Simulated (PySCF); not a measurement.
**Potential energy of InB along the bond**

Set-up: basis In def2-SVPD with ECP28, B def2-SVPD; scalar-relativistic core potentials; PySCF 2.14. Energies in eV from In + B in their ground configurations at the same level. State: ³Π (triplet), unpaired electrons σ ↑, π ↑.

All columns are PBE0. A positive dipole means In(−)B(+).

| R (Å) | E (eV) | μ (D) | Mulliken charge on In (basis-dependent) | HOMO (eV) | LUMO (eV) | Mayer bond order | ⟨S²⟩ |
| --- | --- | --- | --- | --- | --- | --- | --- |
| 2.094 | -1.335 | -1.02 | 0.14 | -5.18 | -3.54 | 1.23 | 2.01 |
| 2.192 | -1.597 | -1.26 | 0.17 | -5.19 | -3.37 | 1.18 | 2.01 |
| 2.289 | -1.740 | -1.51 | 0.21 | -5.18 | -3.21 | 1.14 | 2.01 |
| 2.362 | -1.790 | -1.71 | 0.23 | -5.17 | -3.10 | 1.11 | 2.01 |
| 2.435 | -1.804 | -1.92 | 0.25 | -5.05 | -3.00 | 1.09 | 2.01 |
| 2.508 | -1.789 | -2.12 | 0.27 | -4.94 | -2.92 | 1.06 | 2.01 |
| 2.606 | -1.736 | -2.38 | 0.28 | -4.80 | -2.81 | 1.04 | 2.01 |
| 2.727 | -1.636 | -2.68 | 0.29 | -4.64 | -2.70 | 1.02 | 2.01 |
| 2.873 | -1.484 | -3.01 | 0.30 | -4.48 | -2.60 | 1.00 | 2.01 |
| 3.068 | -1.260 | -3.39 | 0.29 | -4.31 | -2.51 | 0.98 | 2.01 |

A fit through these points gives, at Re = 2.430 Å, μ = -1.90 D and dμ/dR = -2.76 D/Å; the reduced mass is 10.05 u.

Problem. How strong is the fundamental in the double-harmonic approximation, I = 42.26·(dμ/dR)²/μred km/mol?

Solution. I = 42.26·(-2.76)²/10.05 = 32.0 km/mol at PBE0.

These are scalar-relativistic numbers at best; spin–orbit coupling would shift them, the dissociation energy most. The state was picked by a PBE0 search and need not be the measured ground state.
